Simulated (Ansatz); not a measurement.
Cost and result for the atomization energy of `BCC(C)C` (16 atoms, 15 bonds).

Z-matrix (Å, degrees):
```
C
C 1 1.526
B 1 1.548 2 118.5
H 1 1.109 2 109.9 3 -116.0
H 1 1.099 2 110.8 3 130.9
C 2 1.522 1 110.4 3 -67.2
C 2 1.521 1 111.8 3 168.9
H 2 1.098 1 107.6 3 50.2
H 3 1.199 1 120.3 2 167.9
H 3 1.200 1 121.4 2 -15.9
H 6 1.095 2 110.6 1 -61.9
H 6 1.093 2 111.5 1 178.4
H 6 1.094 2 111.3 1 57.9
H 7 1.095 2 110.6 1 61.2
H 7 1.093 2 111.4 1 -58.5
H 7 1.093 2 111.5 1 -179.1
```

Charge 0, multiplicity 1. The structure was optimised at the PBE0-D4/def2-TZVP level. It is one conformer, not always the lowest. Program: Ansatz. All runs use 4 threads of an Arm Neoverse V1 on a shared host. Times are those of one run each, without the atoms' runs, and a repeat can differ threefold. Electronic energies, without spin–orbit coupling; frozen cores. CCSD(T)/CBS adds CCSD(T) − MP2 in def2-TZVPP to the MP2 limit, and its time is that of the two runs behind it. T1 = 0.009.

CCSD(T)/CBS is a level of theory with its own doubt, some kJ/mol a heavy atom from the limit and from the frozen cores, so smaller differences don't rank the functionals.

```json
{"level": "LDA (SPW92)/def2-TZVPP", "functions": "309", "wall time": "1.8 s", "atomization (kJ/mol)": "6927.9", "difference from CCSD(T)/CBS": "776.6", "per bond": "51.8"}
{"level": "BLYP-D4/def2-TZVPP", "functions": "309", "wall time": "2.9 s", "atomization (kJ/mol)": "6126.1", "difference from CCSD(T)/CBS": "-25.2", "per bond": "-1.7"}
{"level": "PBE-D4/def2-TZVPP (with forces)", "functions": "309", "wall time": "3.7 s", "atomization (kJ/mol)": "6247.0", "difference from CCSD(T)/CBS": "95.7", "per bond": "6.4"}
{"level": "PBE0-D4/def2-TZVPP", "functions": "309", "wall time": "3.7 s", "atomization (kJ/mol)": "6199.1", "difference from CCSD(T)/CBS": "47.8", "per bond": "3.2"}
{"level": "r2SCAN-D4/def2-TZVPP (with forces)", "functions": "309", "wall time": "6.5 s", "atomization (kJ/mol)": "6180.0", "difference from CCSD(T)/CBS": "28.7", "per bond": "1.9"}
{"level": "PBE-QIDH/def2-TZVPP", "functions": "309", "wall time": "7.5 s", "atomization (kJ/mol)": "6160.4", "difference from CCSD(T)/CBS": "9.1", "per bond": "0.6"}
{"level": "ωB97X-V/def2-TZVPP", "functions": "309", "wall time": "10 s", "atomization (kJ/mol)": "6170.1", "difference from CCSD(T)/CBS": "18.8", "per bond": "1.3"}
{"level": "CCSD(T)/def2-SVP", "functions": "125", "wall time": "11 s", "atomization (kJ/mol)": "5940.9", "difference from CCSD(T)/CBS": "-210.4", "per bond": "-14.0"}
{"level": "B97M-V/def2-TZVPP", "functions": "309", "wall time": "12 s", "atomization (kJ/mol)": "6180.2", "difference from CCSD(T)/CBS": "28.9", "per bond": "1.9"}
{"level": "ωB97M-V/def2-TZVPP (with forces)", "functions": "309", "wall time": "16 s", "atomization (kJ/mol)": "6181.0", "difference from CCSD(T)/CBS": "29.7", "per bond": "2.0"}
{"level": "MP2/def2-QZVPP", "functions": "615", "wall time": "40 s", "atomization (kJ/mol)": "6147.2", "difference from CCSD(T)/CBS": "-4.1", "per bond": "-0.3"}
{"level": "CCSD(T)/def2-TZVPP", "functions": "309", "wall time": "16 min", "atomization (kJ/mol)": "6032.9", "difference from CCSD(T)/CBS": "-118.4", "per bond": "-7.9"}
{"level": "CCSD(T)/CBS(def2)", "functions": "–", "wall time": "17 min", "atomization (kJ/mol)": "6151.3", "difference from CCSD(T)/CBS": "0.0", "per bond": "0.0"}
```

Leaving LDA and LC-ωPBE aside and taking each functional with its dispersion term where it has one, the values, not all of them listed here, spread over 179.9 kJ/mol, from BHLYP-D4 to PBE-D4. LDA lies +709.4 kJ/mol from PBE without D4, its usual overbinding. At CCSD(T), def2-SVP lies −210.4 kJ/mol from the extrapolated value and def2-TZVPP −118.4 kJ/mol: correlation converges slowly with the basis, and small sets miss more of it in the bonded molecule than in its fragments. The D4 term adds +45.2 kJ/mol with B3LYP and +24.0 kJ/mol with PBE0; it sums over pairs of atoms, weighted by their polarisabilities, and B3LYP, whose exchange is more repulsive, gets the larger term.

B3LYP here is the variant with VWN-RPA as its local correlation; programs differ in this.
